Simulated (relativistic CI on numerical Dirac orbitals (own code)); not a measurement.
# Spin-allowed bands of a d2 ion in a tetrahedral site, by hand

Problem. A d2 ion in a tetrahedral site has a 3A2 ground term and spin-allowed bands at ν1 = 9800 and ν2 = 16091 cm⁻¹ (from a computed ligand-field model). Find Δ and the Racah parameter B, and predict the third band.

Working.
1. The F term splits into A2 (−1.2Δ), T2 (−0.2Δ) and T1 (+0.6Δ), so ν1 = E(T2) − E(A2) = Δ = 9800 cm⁻¹.
2. T1(F) mixes with T1(P), which lies at 15B, through an element 0.4Δ. The two roots, counted from A2, are ν2,3 = ½(15B + 3Δ) ∓ ½√[(15B − Δ)² + 12BΔ].
3. Solving the lower root for B gives B = (2ν1² + ν2² − 3ν1ν2)/(15ν2 − 27ν1) = -22075119/-23235 = 950 cm⁻¹.
4. The sum of the roots is 15B + 3Δ, so ν3 = 15B + 3ν1 − ν2 = 27560 cm⁻¹ (363 nm).

Check. The bands were computed by exact diagonalisation of the d2 shell with B = 950 and Δ = 9800 cm⁻¹, which gives ν3 = 27559 cm⁻¹. C does not enter the terms of highest spin.
